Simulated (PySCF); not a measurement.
# How the method moves the HOMO and LUMO of `P[SiH]1CC1`

C2H7PSi.
Cartesian coordinates in Å at the PBE0-D3(BJ)/def2-SVP level; atoms count from 1:
```xyz
11
C2H7PSi angstrom
P      2.0994   -0.2068    0.8358
Si     0.3178   -0.1973   -0.5212
C     -1.3356   -0.4610    0.3022
C     -1.0434    0.9961   -0.0692
H      2.9554    0.4983   -0.0654
H      2.5733   -1.4907    0.4252
H      0.4518   -0.5880   -1.9502
H     -1.3588   -0.7041    1.3700
H     -2.1260   -0.9675   -0.2624
H     -1.6443    1.4318   -0.8749
H     -0.8787    1.6946    0.7582
```

Basis pcSseg-2 throughout (PySCF), one geometry. The structure is a single PBE0-D3(BJ)/def2-SVP conformer in the gas phase; no vibrational or solvent corrections.

**Question.** How do the orbital energies, the gap and the dipole change with the method?

**Answer.** 
```json
{"method": "BLYP", "kind": "GGA", "HOMO (eV)": "-5.60", "LUMO (eV)": "-0.69", "gap (eV)": "4.91", "μ (D)": "0.52", "SCF cycles": "14"}
{"method": "B97-D", "kind": "GGA", "HOMO (eV)": "-5.70", "LUMO (eV)": "-0.72", "gap (eV)": "4.98", "μ (D)": "0.55", "SCF cycles": "14"}
{"method": "OPBE", "kind": "GGA", "HOMO (eV)": "-5.75", "LUMO (eV)": "-0.72", "gap (eV)": "5.03", "μ (D)": "0.60", "SCF cycles": "15"}
{"method": "PBE", "kind": "GGA", "HOMO (eV)": "-5.76", "LUMO (eV)": "-0.81", "gap (eV)": "4.95", "μ (D)": "0.55", "SCF cycles": "14"}
{"method": "KT2", "kind": "GGA", "HOMO (eV)": "-5.80", "LUMO (eV)": "-0.85", "gap (eV)": "4.95", "μ (D)": "0.52", "SCF cycles": "14"}
{"method": "KT3", "kind": "GGA", "HOMO (eV)": "-5.80", "LUMO (eV)": "-0.85", "gap (eV)": "4.96", "μ (D)": "0.52", "SCF cycles": "14"}
{"method": "BP86", "kind": "GGA", "HOMO (eV)": "-5.85", "LUMO (eV)": "-0.86", "gap (eV)": "4.99", "μ (D)": "0.55", "SCF cycles": "14"}
{"method": "LDA", "kind": "LDA", "HOMO (eV)": "-5.88", "LUMO (eV)": "-0.93", "gap (eV)": "4.95", "μ (D)": "0.61", "SCF cycles": "13"}
{"method": "B97-2", "kind": "global hybrid", "HOMO (eV)": "-6.59", "LUMO (eV)": "0.00", "gap (eV)": "6.59", "μ (D)": "0.62", "SCF cycles": "13"}
{"method": "B3LYP", "kind": "global hybrid", "HOMO (eV)": "-6.63", "LUMO (eV)": "-0.19", "gap (eV)": "6.44", "μ (D)": "0.60", "SCF cycles": "12"}
{"method": "PBE0", "kind": "global hybrid", "HOMO (eV)": "-6.84", "LUMO (eV)": "0.02", "gap (eV)": "6.86", "μ (D)": "0.64", "SCF cycles": "12"}
{"method": "mPW1PW91", "kind": "global hybrid", "HOMO (eV)": "-6.87", "LUMO (eV)": "0.01", "gap (eV)": "6.87", "μ (D)": "0.63", "SCF cycles": "12"}
{"method": "BHandHLYP", "kind": "global hybrid", "HOMO (eV)": "-7.80", "LUMO (eV)": "0.84", "gap (eV)": "8.64", "μ (D)": "0.71", "SCF cycles": "12"}
{"method": "CAM-B3LYP", "kind": "range-separated hybrid", "HOMO (eV)": "-8.12", "LUMO (eV)": "0.99", "gap (eV)": "9.11", "μ (D)": "0.71", "SCF cycles": "12"}
{"method": "wB97X-D", "kind": "range-separated hybrid", "HOMO (eV)": "-8.66", "LUMO (eV)": "1.71", "gap (eV)": "10.38", "μ (D)": "0.71", "SCF cycles": "13"}
{"method": "HF", "kind": "Hartree–Fock", "HOMO (eV)": "-9.30", "LUMO (eV)": "2.74", "gap (eV)": "12.04", "μ (D)": "0.86", "SCF cycles": "10"}
{"method": "LC-wPBE", "kind": "range-separated hybrid", "HOMO (eV)": "-9.46", "LUMO (eV)": "2.06", "gap (eV)": "11.52", "μ (D)": "0.81", "SCF cycles": "13"}
```

The HOMO spans 3.86 eV, from BLYP down to LC-wPBE, and the gap runs from 4.91 eV (BLYP) to 12.04 eV (HF). Over the methods BLYP (0 %), B97-D (0 %), OPBE (0 %), PBE (0 %), KT2 (0 %), KT3 (0 %), BP86 (0 %), LDA (0 %), B97-2 (21 %), B3LYP (20 %), PBE0 (25 %), mPW1PW91 (25 %), BHandHLYP (50 %), HF (100 %), a straight line through the gap against the share of exact exchange rises by 0.71 eV for each 10 % (correlation coefficient 0.999). The dipole ranges from 0.52 D (BLYP) to 0.86 D (HF). This basis has no diffuse functions.

The vertical ΔSCF ionisation energy at B3LYP/def2-SVPD is 8.85 eV; −ε(HOMO) comes closest to it with wB97X-D (8.66 eV).
